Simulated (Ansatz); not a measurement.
Complex (SMILES): [SiH4] (SiH4) with C(C)#N, atoms 1 to 5 the first; geometry from B3LYP-D3(BJ)/def2-TZVP, monomers rigid:
```xyz
11

Si    -0.2782    -0.3110     0.5434
H      0.3703     0.3249    -0.6277
H      0.4858    -0.0047     1.7685
H     -1.6621     0.2034     0.6592
H     -0.3267    -1.7748     0.3228
C     -3.3733    -2.6798     1.4880
C     -2.5202    -2.2119     2.5677
N     -1.8380    -1.8349     3.4125
H     -4.2233    -3.2313     1.8900
H     -3.7418    -1.8307     0.9118
H     -2.8079    -3.3342     0.8241
```

Interaction energy at HF with Ansatz (a first-principles code), kcal/mol, without and with the counterpoise correction (monomers among the partner's ghost functions). Cartesian d functions, on some or all atoms, in 6-31G*, 6-31+G*; all else is spherical. No added dispersion term, no relativity. Reference, counterpoise-corrected: the value in aug-pcseg-3, 0.60.

```csv
basis,functions,uncorrected,counterpoise,counterpoise correction,mean of both
STO-3G,31,0.56,1.09,0.53,0.82
6-31G,54,0.27,0.99,0.72,0.63
pcseg-0,54,0.17,0.97,0.80,0.57
6-31G*,78,0.13,0.75,0.62,0.44
6-31+G*,94,0.60,0.75,0.16,0.67
def2-SVP,95,0.23,0.71,0.48,0.47
def2-TZVPD,217,0.56,0.62,0.06,0.59
def2-TZVPP,233,0.59,0.64,0.05,0.62
jun-cc-pV(T+d)Z,263,0.55,0.63,0.08,0.59
cc-pV(Q+d)Z,439,0.58,0.61,0.03,0.59
aug-cc-pV(Q+d)Z,651,0.59,0.60,0.01,0.60
aug-pcseg-3,687,0.56,0.60,0.04,0.58
```

The corrected value lies nearer the reference in 8 of 12 rows.
